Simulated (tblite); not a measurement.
Compound: C₇H₇BrO₂.
Geometry (GFN2-xTB, Å), atoms numbered from 1 in this order:
```
atom  x, y, z in Å
C1     2.0023    0.3294    0.8567
C2     1.3824   -0.1716   -0.4513
C3    -0.0649   -0.4566   -0.2701
C4    -0.6686   -1.6979    0.0187
C5    -2.0106   -1.4579    0.1336
O6    -2.2874   -0.1753   -0.0607
C7    -1.1147    0.4557   -0.3063
C8    -1.0775    1.8576   -0.5750
O9    -0.1414    2.5596   -0.7891
Br10  -2.8909    2.6441   -0.5751
H11    1.5330    1.2611    1.1613
H12    3.0646    0.5083    0.7163
H13    1.8728   -0.4042    1.6494
H14    1.5087    0.5957   -1.2170
H15    1.8902   -1.0831   -0.7711
H16   -0.1715   -2.6406    0.1226
H17   -2.8336   -2.1124    0.3470
```

Level: GFN2-xTB in tblite, geometry and Hessian alike; calculated harmonic values, unscaled, isolated species. Errors from tens to a few hundred cm⁻¹ against measured bands are possible. One conformer, not necessarily the lowest.

Harmonic wavenumbers (cm⁻¹): 37.5, 47.4, 115.5, 139.6, 168.7, 183.2, 233.3, 325.4, 374.5, 393.3, 504.1, 559.3, 614.1, 661.1, 693.0, 771.0, 803.6, 823.2, 843.2, 886.3, 998.0, 1049.9, 1064.7, 1077.6, 1113.8, 1181.7, 1228.7, 1255.1, 1286.9, 1311.7, 1397.5, 1406.0, 1457.9, 1474.9, 1494.3, 1497.8, 1548.1, 1804.1, 2989.5, 2992.6, 3037.0, 3050.5, 3053.2, 3164.6, 3189.0.

A = 1686, B = 612.9, C = 467.8 MHz; mass 201.963 u (most abundant isotopes); point group C1, symmetry number 1.

Q: Zero-point energy?

A: Half the sum of the wavenumbers: 27151 cm⁻¹ = 77.63 kcal/mol.

Q: Give the ideal-gas entropy at 350 K and 1 bar in the rigid-rotor, harmonic-oscillator model (classical rotation).

A: Translation 42.64, rotation 31.35, vibration 35.14: S = 109.1 cal/(mol K).

Q: And Cp and H(350 K) − H(0)?

A: Cp = 41.93 cal/(mol K), of which vibrations give 33.99 (their classical limit is 45 R = 89.4); H(350 K) − H(0) = 8.96 kcal/mol without the zero-point energy, 6.18 from vibrations.

Q: Which modes carry the vibrational entropy at 350 K?

A: 37.5 cm⁻¹: 5.70; 47.4 cm⁻¹: 5.24; 115.5 cm⁻¹: 3.49; 139.6 cm⁻¹: 3.12; 168.7 cm⁻¹: 2.75; 183.2 cm⁻¹: 2.60 cal/(mol K); the other 39 give 12.24 together.

Q: Blend soft modes into free rotors: weight 1/[1 + (100 cm⁻¹/ν̃)⁴] for the oscillator and the rest for a rotor with moment μB/(μ + B), μ = h/(8π²ν), B = 10⁻⁴⁴ kg m². What vibrational entropy results?

A: 31.70 cal/(mol K) in place of 35.14, which changes −T·S at 350 K by +1.20 kcal/mol.

Q: How do the functions run with temperature in this model?

A: 
```csv
T (K),S (cal/(mol K)),Cp (cal/(mol K)),H − H(0) (kcal/mol),G − H(0) (kcal/mol),ln q(vib)
100,73.9,19.1,1.35,-6.04,2.15
200,89.9,28.0,3.71,-14.27,4.90
300,103.0,37.3,6.98,-23.93,7.52
500,126.2,53.9,16.19,-46.90,12.55
800,155.3,69.5,34.93,-89.28,19.62
1000,171.5,75.9,49.51,-121.99,23.96
```

q(vib) and H(0) count from the zero-point level.

Hindered rotation and anharmonicity are outside this model. Other conformers, if any are populated, would add a mixing term that is left out. The structure is chiral; the term R ln 2 for an equal mix with its mirror image is left out.
